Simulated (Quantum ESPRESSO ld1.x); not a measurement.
Values are calculated unless marked as measured or tabulated.
Tl13+, configuration [Xe] 4f14. Level of theory: scalar-relativistic Kohn-Sham, LDA (Slater exchange, VWN5 correlation), spin-polarised, spherical densities, point nucleus (ld1.x of Quantum ESPRESSO 7.5).

Normalised radial functions P(r) = r R(r), r in bohr:

```
   r/bohr * 4f, o 5p (the largest magnitude, 1.5, reaches the edge; | marks zero, & curves that meet)
0.0008198                             &
 0.001093                             &
 0.001447                             &
  0.00193                             &
 0.002553                             &
 0.003405                             &
 0.004506                             *o
 0.006009                             *o
 0.007951                             * o
   0.0106                             * o
  0.01403                             *  o
  0.01871                             *   o
  0.02476                             *     o
  0.03276                             *     o
   0.0437                             |*    o
  0.05782                             |* o
  0.07712                           o |  *
    0.102                      o      |    *
   0.1361                    o        |         *
   0.1801                         o   |               *
   0.2402                             |     o                *
   0.3178                             |            o             *
   0.4238                             |      o                  *
   0.5608                     o       |                    *
   0.7479        o                    |            *
   0.9896        o                    |     *
    1.309                o            | *
    1.746                         o   *
    2.311                            o*
    3.082                             &
    4.078                             &
```

4f: eigenvalue -357.69 eV, 0 radial nodes, <r> = 0.459 bohr, 90 % of the charge inside 0.726 bohr. 5p: eigenvalue -302.01 eV, 3 radial nodes at r = 0.0704, 0.203, 0.492 bohr, <r> = 0.923 bohr, 90 % of the charge inside 1.30 bohr.
